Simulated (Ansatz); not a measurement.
`C=C[SiH2][SiH3]` + NH₃ → `C=C[SiH2]N` + SiH₄ at 600 K and 1 bar (cleavage of the Si–Si bond).

Isolated molecules relaxed with PBE0-D4/def2-TZVP in Ansatz; ΔE leaves out vibrations. CBS: MP2 limit from def2 TZ/QZ plus the TZ coupled-cluster correction, frozen cores. This one scheme is used for every species. One conformer a species, not always the lowest.

```
          species  CCSD(T)/CBS energy (Eh)  H − E (kJ/mol)  S (J/(mol·K))
`C=C[SiH2][SiH3]`               -659.04133           287.3          452.1
              NH₃                -56.50880           112.4          219.5
     `C=C[SiH2]N`               -424.10479           283.1          414.7
             SiH₄               -291.46306           108.7          242.3
```

H − E and S are ideal-gas, rigid-rotor, harmonic terms from PBE0-D4/def2-TZVP, for one conformer and one mirror image of each species. 1 Eh = 2625.50 kJ/mol, R = 8.31446 J/(mol·K).

Task: By hand: ΔE, ΔH, ΔS and ΔG.

Result: ΔE = (-424.10479) + (-291.46306) − (-659.04133) − (-56.50880) = -0.01772 Eh = -46.5 kJ/mol. Δ(H − E) = 283.1 + 108.7 − 287.3 − 112.4 = -7.9, so ΔH = -54.4 kJ/mol. ΔS = 414.7 + 242.3 − 452.1 − 219.5 = -14.6 J/(mol·K). ΔG = -54.4 − 600 × (-14.6)/1000 = -45.6 kJ/mol.

Task: By hand: the equilibrium constant, and the temperature at which ΔG would vanish if ΔH and ΔS stayed fixed.

Result: log₁₀ K = −ΔG/(RT ln 10) = 4.0. ΔG = 0 at ΔH/ΔS = 3726 K, far beyond where these terms or the molecules hold.

The number of gas molecules stays the same, so ΔS is small and ΔH decides. A doubt of 5 kJ/mol in ΔE shifts log₁₀ K by 0.4 here. Other conformers and mirror images would add mixing entropy, several J/(mol·K) or more a flexible species. These are equilibria of isolated gas molecules and say nothing of rates. Largest T1 diagnostic: 0.013 (customary marks: 0.02 for closed shells, 0.045 for open ones).
